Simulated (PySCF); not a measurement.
## Ruthenium: a sound run and one with changed settings

Sound run: Ru [Kr] 4d7 5s1, Ru⁺ [Kr] 4d7. Computed with PySCF 2.14 in def2-TZVP with the def2 core potential (28 electrons) (6s4p3d1f, 40 functions), with scalar relativity through the core potential. The sound run starts from symmetry-adapted Hartree-Fock orbitals and uses a fine grid where one is needed.

A second run was set up differently.

```json
{"species": "Ru", "method": "UHF", "sound run (hartree)": "-94.12114", "changed run (hartree)": "-94.12114", "converged": "yes"}
{"species": "Ru", "method": "MN15", "sound run (hartree)": "-94.60312", "changed run (hartree)": "-94.86197", "converged": "yes"}
{"species": "Ru", "method": "LDA", "sound run (hartree)": "-94.59817", "changed run (hartree)": "-98.89680", "converged": "no"}
{"species": "Ru⁺", "method": "UHF", "sound run (hartree)": "-93.88957", "changed run (hartree)": "-93.88957", "converged": "yes"}
{"species": "Ru⁺", "method": "MN15", "sound run (hartree)": "-94.32348", "changed run (hartree)": "-94.58627", "converged": "yes"}
{"species": "Ru⁺", "method": "LDA", "sound run (hartree)": "-94.30124", "changed run (hartree)": "-98.56547", "converged": "yes"}
```

Ionisation energy of Ru:

```tsv
method	sound run (eV)	changed run (eV)
UHF	6.301	6.301
MN15	7.610	7.502
```

(1) What was changed?
A. basis contracted for another Hamiltonian
B. level shift left on
C. a valence shell is frozen
D. angular grid far too coarse

Answers

(1) D. It used 6 angular points. A coarse angular grid integrates products of high-l functions wrongly, so density functionals can shift, and the SCF can exploit the error; Hartree-Fock and MP2 need no grid.
